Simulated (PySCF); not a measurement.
H5OSi2, SMILES [SiH2]O[SiH3] (connectivity only; charge and spin as stated), charge +1, multiplicity 1. Atoms are numbered in the order given.

```xyz
8

Si     1.5829    -0.3972     0.2573
O      0.1163     0.1198     0.1334
Si    -1.5618     0.3352    -0.2974
H      2.0026    -1.5904    -0.5155
H      2.4933     0.3459     1.1569
H     -1.5876     1.6861    -0.9067
H     -1.8694    -0.7650    -1.2435
H     -2.2648     0.2329     1.0033
```
Charge +1, spin multiplicity 1.

Geometry: PBE-D3(BJ)/def2-TZVP. The spin state was assumed, not searched. The isomer is the one that the SMILES or the coordinates give; other isomers of the formula were not compared.

Two levels are set side by side: PBE/pcSseg-1 (PySCF) and B3LYP/pcSseg-1 (PySCF). GIAO shifts against H2O (¹⁷O), TMS (²⁹Si), TMS (¹H) at the same level; non-relativistic, no solvent, atoms listed together averaged. Differences are taken from unrounded values.

```json
[
 {"quantity": "δ(²⁹Si) of Si1 (ppm)", "B3LYP": "117.6", "PBE": "124.8", "PBE minus B3LYP": "7.2"},
 {"quantity": "δ(¹⁷O) of O2 (ppm)", "B3LYP": "213.3", "PBE": "236.0", "PBE minus B3LYP": "22.8"},
 {"quantity": "δ(²⁹Si) of Si3 (ppm)", "B3LYP": "2.0", "PBE": "12.2", "PBE minus B3LYP": "10.2"},
 {"quantity": "δ(¹H) of H4, H5 (ppm)", "B3LYP": "7.02", "PBE": "7.26", "PBE minus B3LYP": "0.23"},
 {"quantity": "δ(¹H) of H6, H7, H8 (ppm)", "B3LYP": "5.97", "PBE": "6.28", "PBE minus B3LYP": "0.31"}
]
```

Rough cost on one machine, each run with all the roots and properties that it gave: B3LYP against PBE within a factor of 2.
